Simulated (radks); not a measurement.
Neutral vanadium inside a hard spherical wall (all orbitals vanish at R), configuration held at [Ar] 3d3 4s2 and not refilled when levels cross. Method: scalar-relativistic Kohn-Sham, PBEsol, spin-polarised, spherical densities, point nucleus; open shells are filled with parallel spins first; computed with a radial shooting solver on a logarithmic mesh with Libxc functionals. Eigenvalues in eV for spin up, with the zero of energy where the potential of the charges vanishes at infinity; a dash marks a level that is unbound or too diffuse for the functional's potential to be trusted. A positive occupied level is held by the wall or, in an anion where self-interaction has pushed it up, behind a barrier. The pressure on the wall is -dE/dV.

R (bohr)  E (hartree)  kinetic (hartree)    e(3s)    e(3p)   e(3d)   e(4s)  e(4p, empty)  e(5s, empty)  pressure (GPa)
free       -948.05197            956.719  -70.953  -44.868  -6.039  -5.006        -1.553             -               0
15         -948.05197            956.719  -70.953  -44.867  -6.038  -5.006        -1.550         0.318        < 0.0001
10         -948.05127            956.726  -70.896  -44.810  -5.983  -4.961        -1.426         1.868          0.0179
6          -948.00025            956.997  -69.434  -43.357  -4.615  -3.575         0.856        12.483            3.62
5          -947.89755            957.419  -67.755  -41.703  -3.058  -1.566         3.722        22.840            16.2
3.5        -947.12767            960.015  -61.002  -35.126   3.568  10.223        18.743        68.667             231
2.5        -944.00589            969.856  -46.910  -21.046  19.569  48.906        62.581        181.18            2580
1.5        -915.96593           1046.529   25.169   55.432  102.01  296.94        310.57        726.01           84500
